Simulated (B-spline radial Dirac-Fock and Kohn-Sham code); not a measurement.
# What relativity does to the binding energies of Ce³⁷⁺

System: the Ce³⁷⁺ ion, [Ar] 3d3.

Both columns are ΔSCF binding energies of the configuration average from a radial B-spline solver: non-relativistic Hartree-Fock with a point nucleus, and Dirac-Fock with a finite nucleus and the Coulomb interaction alone, averaged over the two j levels with weights 2j+1.

```csv
shell,Hartree-Fock (eV),Dirac-Fock (eV),shift (eV),shift (%)
1s,40594.8,42564.3,+1969.50,+4.85
2s,7958.3,8474.5,+516.20,+6.49
2p,7627.9,7797.8,+169.90,+2.23
3s,2928.2,3069.7,+141.52,+4.83
3p,2788.5,2845.4,+56.89,+2.04
3d,2586.5,2587.1,+0.60,+0.02
```

Relativity binds 1s, 2s, 2p, 3s, 3p, 3d more strongly, among those listed most of all 2s in relative terms.

Values without a named source are computed, but for edge energies of neutral atoms, which are taken from tables.
